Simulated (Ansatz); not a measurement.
Isolated molecules relaxed with PBE0-D4/def2-TZVP in Ansatz; ΔE leaves out vibrations. CCSD(T)/CBS adds triple-zeta CCSD(T) − MP2 to the extrapolated MP2 energy (def2 sets, frozen cores). Functionals use def2-TZVPP. Each species was taken in one conformer, which may not be the lowest.

`O[SiH](O)O[Si](F)(F)F` + `N[SiH2]F` → `O[SiH](O)N[SiH2]F` + `O[Si](F)(F)F`  (ligand exchange at the Si–O bond)

CCSD(T)/CBS gives +60.4 kJ/mol.

Q: Another level gave +58.4 kJ/mol. Which?
A. HF/def2-TZVPP
B. PBE0/def2-TZVPP
C. PBE-D4/def2-TZVPP
D. CCSD/def2-TZVPP

A: B. PBE0 58.4, HF/def2-TZVPP 77.4, CCSD/def2-TZVPP 62.6, PBE-D4 53.8 kJ/mol.

Largest T1 diagnostic among the species: 0.012.

From PBE to PBE0 (25 % exact exchange), in def2-TZVPP and without D4, ΔE moves by +3.4 kJ/mol. In def2-TZVPP, CCSD(T) changes the Hartree–Fock value by −17.7 kJ/mol (the triples alone add −3.0 kJ/mol) and MP2 by −18.8 kJ/mol.
